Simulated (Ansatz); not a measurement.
`OC([SiH3])BF` + H₂S → `OC([SiH3])S` + `BF`  (substitution at a C–B bond)

Computed with Ansatz on PBE0-D4/def2-TZVP structures; ΔE is electronic, products minus reactants. CCSD(T)/CBS is the MP2 limit (def2-TZVPP, def2-QZVPP) plus CCSD(T) − MP2 in def2-TZVPP, frozen cores. This one scheme is used for every species. Each species was taken in one conformer, which may not be the lowest.

`OC([SiH3])BF`:

Z-matrix (Å, degrees):
```
C
Si 1 1.913
B 1 1.547 2 106.9
O 1 1.417 2 110.7 3 124.4
H 1 1.105 2 104.7 3 -113.7
H 2 1.486 1 111.4 3 68.1
H 2 1.490 1 106.0 3 -172.8
H 2 1.485 1 111.0 3 -54.8
F 3 1.320 1 121.4 2 112.5
H 3 1.201 1 120.6 2 -64.9
H 4 0.961 1 109.0 2 54.8
```

H₂S:

Cartesian coordinates in Å:
```
S -0.542 0.261 0.150
H 0.732 0.681 0.180
H -0.190 -0.941 -0.330
```

`OC([SiH3])S`:

Cartesian coordinates in Å:
```
O 0.316 1.643 0.055
C -0.221 0.371 0.384
Si 0.172 -0.945 -0.937
S 0.480 -0.206 1.930
H -0.018 1.896 -0.813
H -1.309 0.429 0.516
H -0.703 -2.132 -0.769
H 1.602 -1.334 -0.857
H -0.096 -0.316 -2.261
H -0.222 0.595 2.752
```

`BF`:

Cartesian coordinates in Å:
```
B -0.049 -0.006 0.000
F 1.258 0.153 0.004
H -0.671 0.501 -0.889
H -0.537 -0.648 0.885
```

| species | CCSD(T)/def2-TZVPP energy (Eh) |
| --- | --- |
| `OC([SiH3])BF` | -530.38750 |
| H₂S | -398.93111 |
| `OC([SiH3])S` | -803.53480 |
| `BF` | -125.75952 |

Q: Work out ΔE.

A: ΔE = (-803.53480) + (-125.75952) − (-530.38750) − (-398.93111) = 0.02429 Eh = +63.8 kJ/mol. CCSD(T)/CBS gives +61.1 kJ/mol.

Largest T1 diagnostic among the species: 0.013.
